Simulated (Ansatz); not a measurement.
`[SiH3][SiH2][SiH2][SiH3]` + H₂ → `[SiH3][SiH2][SiH3]` + SiH₄  (hydrogenolysis of the Si–Si bond)

Isolated molecules relaxed with PBE0-D4/def2-TZVP in Ansatz; ΔE leaves out vibrations. CBS: MP2 limit from def2 TZ/QZ plus the TZ coupled-cluster correction, frozen cores. This one scheme is used for every species. Functionals use def2-TZVPP. Each species was taken in one conformer, which may not be the lowest.

`[SiH3][SiH2][SiH2][SiH3]`:

Z-matrix (Å, degrees):
```
Si
Si 1 2.338
H 1 1.488 2 111.3
H 1 1.488 2 109.6 3 120.3
H 1 1.488 2 109.9 3 -120.5
Si 2 2.338 1 109.8 3 177.7
H 2 1.490 1 109.3 3 -62.8
H 2 1.490 1 109.9 3 55.8
Si 6 2.338 2 109.8 1 56.6
H 6 1.490 2 109.1 1 -63.0
H 6 1.490 2 110.6 1 178.1
H 9 1.488 6 111.3 2 177.5
H 9 1.488 6 109.6 2 -62.2
H 9 1.488 6 109.9 2 57.0
```

H₂:

```xyz
2

H     0.277   -0.185    0.167
H    -0.277    0.185   -0.167
```

`[SiH3][SiH2][SiH3]`:

Z-matrix (Å, degrees):
```
Si
Si 1 2.338
H 1 1.488 2 109.8
H 1 1.488 2 111.3 3 120.4
H 1 1.488 2 109.8 3 -119.2
Si 2 2.338 1 110.3 3 59.6
H 2 1.490 1 109.6 3 -179.6
H 2 1.490 1 109.6 3 -61.1
H 6 1.488 2 109.8 1 -59.5
H 6 1.488 2 109.8 1 59.7
H 6 1.488 2 111.3 1 -179.9
```

SiH₄:

Cartesian coordinates in Å:
```
Si 0.000 0.000 0.000
H 1.305 0.261 0.659
H 0.199 -0.928 -1.142
H -0.569 1.279 -0.495
H -0.934 -0.612 0.978
```

```
                   species  BHLYP-D4 energy (Eh)
`[SiH3][SiH2][SiH2][SiH3]`           -1164.01824
                        H₂              -1.17009
      `[SiH3][SiH2][SiH3]`            -873.30701
                      SiH₄            -291.88839
```

**Question.** Work out ΔE.

**Answer.** ΔE = (-873.30701) + (-291.88839) − (-1164.01824) − (-1.17009) = -0.00707 Eh = -18.6 kJ/mol. CCSD(T)/CBS gives -10.8 kJ/mol.

Largest T1 diagnostic among the species: 0.014.

From PBE to PBE0 (25 % exact exchange), in def2-TZVPP and without D4, ΔE moves by −4.9 kJ/mol. The D4 term adds +13.6 kJ/mol with B3LYP and +7.9 kJ/mol with PBE0; it sums over pairs of atoms, weighted by their polarisabilities, and B3LYP, whose exchange is more repulsive, gets the larger term.

B3LYP here is the variant with VWN-RPA as its local correlation; programs differ in this.
